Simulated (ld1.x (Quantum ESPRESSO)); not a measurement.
An all-electron radial function and its pseudo partner (Ag)

Columns: radius, all-electron u(r) and pseudo u(r) of the 4d shell (level -11.38 eV) of silver in the configuration [Ar] 3d10 4s2 4p6 4d10 5s0.5 5p0; PBEsol, scalar-relativistic, TM scheme, ld1.x (Quantum ESPRESSO) 7.5.

```
r (bohr)  all-electron   pseudo
   0.068        0.1068  -0.0016
   0.135        0.3285  -0.0122
   0.202        0.4459  -0.0393
   0.270        0.4134  -0.0883
   0.338        0.2717  -0.1604
   0.405        0.0791  -0.2512
   0.473       -0.1289  -0.3575
   0.540       -0.3211  -0.4681
   0.608       -0.4899  -0.5775
   0.675       -0.6253  -0.6748
   0.742       -0.7295  -0.7563
   0.810       -0.8058  -0.8198
   0.878       -0.8561  -0.8634
   0.945       -0.8848  -0.8885
   1.013       -0.8967  -0.8985
   1.080       -0.8953  -0.8960
   1.148       -0.8837  -0.8839
   1.215       -0.8647  -0.8648
   1.283       -0.8402  -0.8402
   1.350       -0.8123  -0.8123
   1.418       -0.7816  -0.7816
   1.485       -0.7499  -0.7499
   1.553       -0.7170  -0.7170
   1.620       -0.6846  -0.6846
   1.688       -0.6520  -0.6520
   1.755       -0.6204  -0.6204
```

Task: How many radial nodes do the two functions have?

Result: The all-electron 4d function has n − l − 1 = 1; the pseudo-wave has 0, since the states of the same l below it are removed with the core.

Task: At about which radius was the pseudo-wave matched?

Result: 1.35 bohr. The columns agree to 0.0005 from 1.15 bohr on; several derivatives are matched, so the curves merge somewhat inside the radius.

Task: Is the pseudo-wave norm-conserving?

Result: Yes: the TM scheme keeps the norm inside the radius equal to the all-electron one, which fixes the energy derivative of the logarithmic derivative at the level.
